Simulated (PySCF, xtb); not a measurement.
SiH₂ClBr, SMILES Cl[SiH2]Br.

Harmonic wavenumbers (cm⁻¹) from GFN2-xTB (xtb) at its own minimum, in rising order: 132, 417, 483, 527, 606, 716, 769, 2348, 2373.

What does PBE-D3(BJ)/def2-TZVP (PySCF) give at its own minimum? (An estimate is asked for; the answer gives what the named calculation found.)

147, 412, 545, 547, 670, 820, 911, 2197, 2215. Paired by order, the mean absolute difference is 80 cm⁻¹ and the zero-point energies are 12.0 and 12.1 kcal/mol.
